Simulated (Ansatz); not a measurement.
# Which isomer of ClH5SiSn gives these data?

These gas-phase data were calculated for one isomer of ClH5SiSn at PBE0-D3(BJ)/def2-SVP (harmonic, unscaled wavenumbers; equilibrium rotational constants with average atomic masses):

```
rotational constants            : 4.526, 1.892, 1.385 GHz
all wavenumbers above 1500 cm⁻¹ : 2256, 2247, 2228, 1942, 1933
dipole moment                   : 2.86 D (PBE0/def2-TZVPD)
```

Candidates:

(1) `Cl[SiH2][SnH3]`, a singlet
(2) `[SiH3][SnH2][Cl]`, a singlet

**Question.** Which candidate do the data belong to?

**Answer.** Candidate (2). 3 modes lie between 2000 and 2380 cm⁻¹, one for each Si–H bond, while (1) has 2.

The same quantities for all candidates:

```
     rotational constants (GHz)   wavenumbers above 1500 cm⁻¹  dipole (D)  E above the lowest, PBE0-D3(BJ)/def2-SVP (kcal/mol)
(1)         9.044, 1.114, 1.019  2244, 2233, 1944, 1941, 1929        1.34                                                  1.9
(2)         4.526, 1.892, 1.385  2256, 2247, 2228, 1942, 1933        2.86                                                  0.0
```

Atoms past krypton carry core potentials. Programs: Ansatz 0.2.0.
